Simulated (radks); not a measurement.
Values are calculated unless marked as measured or tabulated.
Orbital eigenvalues (eV) of the neon ion Ne+, [He] 2s2 2p5, of relativity; Dirac values are averaged over j with weights 2j + 1. Spin-unpolarised spherical Kohn-Sham, PBEsol, point nucleus unless stated (finite: rms radius 3.0055 fm), a radial shooting solver on a logarithmic mesh with Libxc functionals. A level marked "c x" has the speed of light scaled by that factor and shares open shells by 2j + 1; other Dirac levels either fill j = l - 1/2 first or share by 2j + 1.

shell  non-rel.
1s      -849.75
2s      -55.283
2p      -32.198

Give the values at the level "Dirac, c x 3".

Answer. 
shell  Dirac, c x 3  change of magnitude (%)
1s          -849.87                    +0.01
2s          -55.298                    +0.03
2p          -32.196                    -0.01
